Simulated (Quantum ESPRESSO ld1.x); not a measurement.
The promethium ion Pm60+, 1 electrons, occupied as 1s1. Calculated with ld1.x of Quantum ESPRESSO 7.5: Dirac Kohn-Sham, PBE, spin-unpolarised, spherical densities, point nucleus.

Radial electron density D(r) = 4 pi r^2 rho(r):

| r (bohr) | D(r) (e/bohr) |
|---|---|
| 0.001384 | 2.559 |
| 0.001611 | 3.268 |
| 0.001876 | 4.154 |
| 0.002183 | 5.252 |
| 0.002522 | 6.522 |
| 0.002936 | 8.140 |
| 0.003417 | 10.08 |
| 0.003947 | 12.22 |
| 0.004595 | 14.83 |
| 0.005349 | 17.75 |
| 0.006177 | 20.76 |
| 0.007191 | 24.09 |
| 0.008372 | 27.38 |
| 0.009746 | 30.39 |
| 0.01126 | 32.72 |
| 0.0131 | 34.29 |
| 0.01525 | 34.63 |
| 0.01762 | 33.60 |
| 0.02051 | 31.00 |
| 0.02388 | 27.01 |
| 0.02757 | 22.27 |
| 0.0321 | 16.85 |
| 0.03737 | 11.65 |
| 0.04351 | 7.248 |
| 0.05024 | 4.132 |
| 0.05849 | 1.989 |
| 0.06809 | 0.8122 |
| 0.07864 | 0.2915 |
| 0.09155 | 0.07961 |

D(r) has 1 maximum, at r = 0.0147 bohr.
